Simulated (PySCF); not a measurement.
Computed shifts of a molecule CH10N2Si3, PBE0/pcSseg-1 (PySCF), GIAO, gas phase, atoms alike by connectivity averaged where their shifts nearly agree, in ppm (number of nuclei): ¹⁵N: 63.0 (1), 45.4 (1). ²⁹Si: -2.3 (1), -35.0 (1), -113.0 (1). ¹³C: 31.8 (1). ¹H: 4.71 (2), 3.64 (3), 3.22 (2), 1.50 (1), 1.35 (1), 1.17 (1). References: ¹⁵N against NH3 (σ = 267.4 ppm); ²⁹Si against TMS (σ = 352.7 ppm); ¹³C against TMS (σ = 186.3 ppm); ¹H against TMS (σ = 31.56 ppm), references at their B3LYP-D3(BJ)/def2-TZVP geometries, non-relativistic. The structure is a stationary point at PBE0-D3(BJ)/def2-SVP. One conformer was computed; it need not be the lowest.

Problem. Identify the compound among the candidates.
A) [SiH3]N[Si@@H]1CN[SiH2]1
B) NC[SiH]1[SiH2]N[SiH2]1
C) N[Si@@]1([SiH3])NC[SiH2]1
D) CN1[SiH2][SiH2][Si@H]1N

Solution. C, N[Si@@]1([SiH3])NC[SiH2]1
